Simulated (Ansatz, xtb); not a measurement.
Redistribution: C2H5F + CH3I → C2H5I + CH3F

Species: C2H5F `CCF`, singlet; CH3I (methyl iodide) `CI`, singlet; C2H5I (iodoethane) `CCI`, singlet; CH3F (fluoromethane) `CF`, singlet. The partners trade F for I; both sit on C, so the bond types are kept.

Shapes, held fixed at every level: PBE0-D4/def2-TZVP. Programs: Ansatz 0.2.0, xtb 6.7.1. The zero-point and thermal change to 298 K, harmonic and unscaled (PBE0-D4/def2-TZVP), is +1.0 kJ/mol.

(1) Estimate the reaction enthalpy at 298 K.

Answers

(1) From tabulated heats of formation (Active Thermochemical Tables), ΔH(298 K) = +13.9 kJ/mol. Nearest: B2PLYP/def2-TZVPP (+0.3); farthest: GFN2-xTB (-8.6). 8 of 8 levels lie within 10 kJ/mol. For atoms past krypton def2 sets carry core potentials with scalar relativity. Correlated rows may include outer-core shells of I, which these sets cover unevenly. Times are processor times on shared x86 and Arm servers, and rough.

| level | kind | ΔH (kJ/mol) | computed − measured | CPU time (all species) |
| --- | --- | --- | --- | --- |
| GFN2-xTB | semi-empirical | +5.3 | -8.6 | 0.2 s |
| SPW92/def2-TZVPP | LDA | +15.2 | +1.3 | 7.1 s |
| PBE-D4/def2-TZVPP | GGA | +13.2 | -0.7 | 13 s |
| BHLYP-D4/def2-TZVPP | global hybrid | +13.6 | -0.4 | 17 s |
| r2SCAN0-D4/def2-TZVPP | global hybrid | +14.8 | +0.9 | 26 s |
| wB97X-V/def2-TZVPP | range-separated hybrid | +15.5 | +1.5 | 47 s |
| B2PLYP/def2-TZVPP | double hybrid | +14.2 | +0.3 | 25 s |
| CCSD(T)/def2-TZVPP | coupled cluster or CI | +12.1 | -1.8 | 3.7 min |
